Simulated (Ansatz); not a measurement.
Molecule: sum formula Si2H2F3, charge 0, multiplicity 2. It need not be the lowest isomer of its formula. 
Geometry from a B3LYP-D3(BJ)/def2-TZVP (Ansatz, a quantum-chemistry and plane-wave program) optimisation:
```
Si
F 1 1.6072
H 1 1.4783 2 108.58
H 1 1.4805 3 111.16 2 118.98
Si 1 2.3959 3 108.94 4 125.39
F 5 1.6064 1 108.89 3 -167.53
F 5 1.6086 6 105.64 1 -114.46
```
Charge 0, spin multiplicity 2.

Total electronic energies in hartree. Valence correlation only, unless marked. Open shells are spin-unrestricted. Spin-orbit coupling is left out. Non-relativistic. Basis-set limits of correlation are two-point, X^-3; Hartree-Fock from the larger set. The bracket is a focal-point correction in the basis named.

```json
[
 {"level": "HF/6-31G*", "program": "Ansatz", "energy (Eh)": "-877.45213"},
 {"level": "HF/cc-pV(D+d)Z", "program": "Ansatz", "energy (Eh)": "-877.49707"},
 {"level": "RI-HF/cc-pV(T+d)Z", "program": "Ansatz", "energy (Eh)": "-877.65077"},
 {"level": "RI-HF/cc-pV(Q+d)Z", "program": "Ansatz", "energy (Eh)": "-877.68827"},
 {"level": "BLYP-D3(BJ)/def2-TZVPD", "program": "Ansatz + dftd3", "energy (Eh)": "-880.00524"},
 {"level": "B97M-V/def2-TZVPD", "program": "Ansatz", "energy (Eh)": "-879.75357"},
 {"level": "PBE0/def2-SVP", "program": "Ansatz", "energy (Eh)": "-878.87887"},
 {"level": "PBE0-D3(BJ)/def2-TZVPD", "program": "Ansatz + dftd3", "energy (Eh)": "-879.48770"},
 {"level": "LC-wPBE-D3(BJ)/def2-TZVPD", "program": "Ansatz + dftd3", "energy (Eh)": "-879.67208"},
 {"level": "LC-wPBE/def2-TZVPD", "program": "Ansatz", "energy (Eh)": "-879.66678"},
 {"level": "PBE-QIDH/def2-TZVPD", "program": "Ansatz", "energy (Eh)": "-879.27802"},
 {"level": "MP2/cc-pwCVTZ", "program": "Ansatz", "energy (Eh)": "-878.64102"},
 {"level": "SCS-MP2/STO-3G", "program": "Ansatz", "energy (Eh)": "-866.61260"},
 {"level": "SCS-MP2/6-31G*", "program": "Ansatz", "energy (Eh)": "-878.08930"},
 {"level": "SCS-MP2/cc-pV(D+d)Z", "program": "Ansatz", "energy (Eh)": "-878.20475"},
 {"level": "SCS-MP2/cc-pVTZ", "program": "Ansatz", "energy (Eh)": "-878.58636"},
 {"level": "CCSD/cc-pV(D+d)Z", "program": "Ansatz", "energy (Eh)": "-878.25264"},
 {"level": "CCSD/cc-pV(T+d)Z", "program": "Ansatz", "energy (Eh)": "-878.63528"},
 {"level": "CCSD(T)/6-31G", "program": "Ansatz", "energy (Eh)": "-877.73442"},
 {"level": "CCSD(T)/cc-pV(T+d)Z", "program": "Ansatz", "energy (Eh)": "-878.66541"},
 {"level": "CCSD(T)/cc-pwCVTZ", "program": "Ansatz", "energy (Eh)": "-878.69202"},
 {"level": "RI-MP2/CBS(cc-pV(T+d)Z,cc-pV(Q+d)Z)+[CCSD(T)-MP2]/cc-pV(D+d)Z", "program": "Ansatz", "energy (Eh)": "-878.8476"},
 {"level": "CCSD(T)/CBS(cc-pV(T+d)Z,cc-pV(Q+d)Z)", "program": "Ansatz", "energy (Eh)": "-878.8547"}
]
```

Totals of different functionals don't rank their quality; only differences between species are comparable.
